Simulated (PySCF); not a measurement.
Excitation energy of Zn by level of theory

Zn [Ar] 3d10 4s2 (1S) → Zn [Ar] 3d9 4s2 4p1 (high-spin determinant), as a difference of total energies. Computed with PySCF 2.14 in ANO-RCC-VTZP (6s5p3d2f1g, 59 functions), with scalar relativity by spin-free X2C-1e. Correlated levels: valence and next inner shell: [Ne] frozen. The calculations carry no spin-orbit coupling.

| method | excitation energy (cm⁻¹) |
| --- | --- |
| UHF | 71604 |
| MP2 (valence and next inner shell) | 97856 |
| SCS-MP2 (valence and next inner shell) | 94460 |
| CCSD (valence and next inner shell) | 89272 |
| CCSD(T) (valence and next inner shell) | 90532 |

A first-order spin-orbit estimate (lowest level to lowest level, LS coupling) adds -0.119 eV.

The upper state lies above the first ionisation limit, where it may autoionise and the basis confines it.

The basis was made for the ground configuration and has no added diffuse functions, so the excitation energy can come out too high.

The determinant of the upper state mixes LS terms, which raises its energy above the lowest term, most at the Hartree-Fock and MP2 levels.
